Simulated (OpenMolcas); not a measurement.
# Fe3+: effect of the IPEA shift

- Program: OpenMolcas
- Basis: ANO-RCC-VTZP [6s5p3d2f1g]
- Scalar Hamiltonian: DKH2, point nucleus
- Active space: 5 electrons in 5 orbitals (3d)
- State averaging: 2S+1 = 6 even, 1 root; 2S+1 = 4 even, 24 roots; 2S+1 = 2 even, 75 roots
- Spin-orbit coupling: state interaction with AMFI integrals over the reference wave functions, term energies averaged over their components

Methods on the same reference wave functions:
A. CASSCF
B. MS-CASPT2, IPEA 0 Eh, imaginary shift 0.1 Eh (closed shells correlated: 3s 3p)
C. MS-CASPT2, IPEA 0.25 Eh, imaginary shift 0.1 Eh (closed shells correlated: 3s 3p)

Energies in cm-1 above 3d5 6S 5/2, the measured ground level; measured values from Corliss and Sugar, J. Phys. Chem. Ref. Data 11, 135 (1982).

```tsv
Level	A	B	C	Measured
3d5 6S 5/2	0.0	0.0	0.0	0.0
3d5 4G 5/2	37183	33240	33330	
3d5 4G 7/2	37208	33270	33360	
3d5 4G 11/2	37214	33280	33370	32246
3d5 4G 9/2	37223	33290	33380	
3d5 4P 5/2	42765	36620	36850	35254
3d5 4P 3/2	42836	36700	36930	35333
3d5 4P 1/2	42921	36780	37020	35407
3d5 4D 7/2	46226	39870	40030	38779
3d5 4D 1/2	46307	39960	40110	38897
3d5 4D 3/2	46372	40030	40180	
3d5 4D 5/2	46388	40040	40200	
3d5 2I 11/2	52935	48490	48790	
3d5 2I 13/2	52996	48560	48870	
3d5 2D 5/2(1) [69 %]	59447	51190	51760	49542
3d5 2D 3/2(1)	60058	51690	52270	50051
3d5 2F 7/2(1)	61247	53300	53860	51394
3d5 2F 5/2(1) [59 %]	61957	53950	54470	52167
3d5 4F 9/2	62244	54490	54690	52621
3d5 4F 7/2	62298	54540	54750	52695
3d5 4F 5/2 [74 %]	62466	54650	54910	
3d5 4F 3/2	62476	54690	54910	
3d5 2H 9/2	64936	57950	58460	56058
3d5 2H 11/2	65174	58360	58870	56369
```

Deviations, from unrounded energies. A percentage is the sum of absolute deviations over the sum of measured energies, with the sign that they share, or ± where signs differ.

| Against measurement | Levels | A | B | C |
| --- | --- | --- | --- | --- |
| mean absolute deviation (cm-1) | 14 | 8500 | 1600 | 1900 |
| other terms of the ground configuration (%) | 14 | +18.7 | +3.4 | +4.2 |

B lies closest to measurement on these levels and A furthest from it. The largest miss of B in the table is 3d5 2H 11/2, by +2000 cm-1. The ranking rests on the paired levels alone, and a cruder setting can come out closer through cancelling errors.

Between B and C the level of the table that moves most is 3d5 2D 5/2(1) [69 %], by 580 cm-1 (lowest in B, highest in C). Moves below CASPT2's spread within the term are not significant.

The mean deviations of B to C differ by less than CASPT2's widest spread within a term (560 cm-1), so their order carries little weight.

From A to B the spin-free energies of the other terms of 3d5 shown, above 6S, scale by factors of 0.86 to 0.92, as is usual when dynamic correlation screens the repulsion within a d or f shell.

The lowest spin-free term lies below A's lowest term by 0.383 hartree in B, 0.373 hartree in C.

CASPT2 does not keep the components of a term degenerate, so their means are used; among the terms shown or strongly mixed into the levels shown the widest spread is 560 cm-1 (3d5 4F, C). Without dynamic correlation excited terms often stand tens of per cent too high (terms of higher spin than the ground term too low), and those without a measured partner can miss by more than the paired ones (holds for A). Blocks of more than 70 roots (2S+1 = 2 even) ran without multistate coupling (holds for B; C). Measured partners are found by configuration, term and J. A level has none where our copy of the source lacks it or the pairing is in doubt (some pairs that miss far off the trend of their configuration count as doubtful), and it then counts in no deviation. Levels of configurations outside the active space are missing. The table leaves out levels that lie high or whose names do not pair safely across all columns.

A share in square brackets marks a mixed level and gives the weight of the term that names it, the lowest over the columns. A number in round brackets counts repeated terms of one configuration in the order of the reference energies.
